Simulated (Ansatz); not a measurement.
Wavefunction ladder for CH₅BFNSi, SMILES `BN1[SiH2]C1F`

| atom | x (Å) | y (Å) | z (Å) |
| --- | --- | --- | --- |
| B1 | -1.6368 | 0.5349 | 0.1720 |
| N2 | -0.2896 | 0.1718 | 0.0975 |
| Si3 | 1.3982 | 0.2963 | 0.4269 |
| C4 | 0.3978 | -0.9345 | -0.5314 |
| F5 | 0.3909 | -0.8977 | -1.9008 |
| H6 | -1.9342 | 1.5183 | 0.7855 |
| H7 | -2.4566 | -0.1478 | -0.3716 |
| H8 | 1.8549 | 0.0566 | 1.8135 |
| H9 | 2.1644 | 1.3320 | -0.2951 |
| H10 | 0.1111 | -1.9299 | -0.1965 |

Total charge 0; spin multiplicity 1. Geometry: relaxed with PBE0-D4/def2-TZVP. Frozen core, restricted reference, the Gaussian-basis code of Ansatz. CBS rows extrapolate triple and quadruple zeta; past MP2 they add the triple-zeta difference.

```
     basis     HF (Eh)  MP2 corr.  CCSD corr.       (T)  CCSD(T) total
def2-TZVPP  -508.36530   -0.83367    -0.86996  -0.03406     -509.26932
def2-QZVPP  -508.38452   -0.89802           –         –              –
 CBS(def2)  -508.38717   -0.94568    -0.98196     as TZ     -509.40319
```
